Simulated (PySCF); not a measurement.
Ionising ICl

RHF-CCSD(T); I def2-SVP with ECP28, Cl def2-SVP; scalar-relativistic core potentials (PySCF 2.14). Neutral (RHF): singlet (closed shell), Re = 2.393 Å, ωe = 357 cm⁻¹, De = 1.74 eV.

ICl⁺ (UHF): doublet (π ↑), Re = 2.308 Å, ωe = 401 cm⁻¹, De = 1.85 eV to I⁺ + Cl. The energies at the minima are -756.26911 hartree for ICl and -755.90340 for ICl⁺.

Work out the adiabatic ionisation energy, without and with harmonic zero-point energies (1 hartree = 27.2114 eV, 1 eV = 8065.5 cm⁻¹), and the change of the bond length.

At CCSD(T): 0.36571 hartree = 9.951 eV between the minima; the zero-point term (401.0 − 357.0)/2 cm⁻¹ = +0.003 eV makes it 9.954 eV. Re changes by -8.5 pm against the neutral. The electron leaves a π orbital, and the shorter bond of the ion fits an antibonding orbital, or a change in how ionic the bond is.

Correlated steps freeze 9 core orbitals. Correlated levels converge slowly with the basis: in double zeta they bind strong bonds too weakly, by up to about 1 eV, and carry superposition errors of some tenths. Spin–orbit coupling is left out, which matters for elements this heavy, above all for dissociation energies. For an ion De counts to the pair picked by the measured ionisation energies or electron affinities, which need not be the lowest pair at this level. Where the molecule has an RHF reference, its open-shell atoms are computed with UHF. States were picked by a PBE0 search and need not be the measured ground states.

Neutral and ion stand on different kinds of reference determinant, which adds to the error of the difference.
